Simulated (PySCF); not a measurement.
# Manganese: a sound run and one with changed settings

Sound run: Mn [Ar] 3d5 4s2, Mn⁺ [Ar] 3d5 4s1. Computed with PySCF 2.14 in cc-pVDZ (6s5p3d1f, 43 functions), with the non-relativistic Hamiltonian (point nucleus). In the sound run the correlated levels freeze [Ar]. The sound run starts from symmetry-adapted Hartree-Fock orbitals and uses a fine grid where one is needed.

Changed run: all electrons correlated in a basis built for the valence shell.

```json
{"species": "Mn", "method": "MP2", "sound run (hartree)": "-1149.96641", "changed run (hartree)": "-1150.15979", "converged": "yes"}
{"species": "Mn⁺", "method": "MP2", "sound run (hartree)": "-1149.71485", "changed run (hartree)": "-1149.90432", "converged": "yes"}
```

Ionisation energy of Mn:

```
 method  sound run (eV)  changed run (eV)
    UHF           5.982             5.982
    MP2           6.845             6.952
SCS-MP2           7.027             7.046
```

A valence basis has no tight correlating functions, so it recovers only part of the core correlation, and not evenly between atom and ion.

For comparison, NIST gives 7.434 eV between the lowest levels.
